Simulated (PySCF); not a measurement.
GeH3, SMILES [GeH3] (connectivity only; charge and spin as stated), charge +1, multiplicity 1. Heavy atoms are numbered as in [GeH3:1]. Hydrogens are named by the atom that carries them.

The structure is a stationary point at r2SCAN-D4/def2-TZVPD. The multiplicity is an assumed one; other spin states were not compared. The isomer is the one that the SMILES or the coordinates give; other isomers of the formula were not compared.

The numbers are results of PBE0/pcSseg-2 (PySCF), not measurements.

GIAO shieldings, no solvent; atoms alike by connectivity are averaged. δ = σ(ref) − σ: ⁷³Ge against GeH4 (σ = 1662.5 ppm); ¹H against TMS (σ = 31.54 ppm), references at their B3LYP-D3(BJ)/def2-TZVP geometries, non-relativistic.

Computed chemical shifts:
```json
[
 {"nucleus": "⁷³Ge", "atoms": "Ge1 (GeH3)", "count": "1", "δ (ppm)": "1095.7"},
 {"nucleus": "¹H", "atoms": "H on Ge1", "count": "3", "δ (ppm)": "9.31"}
]
```
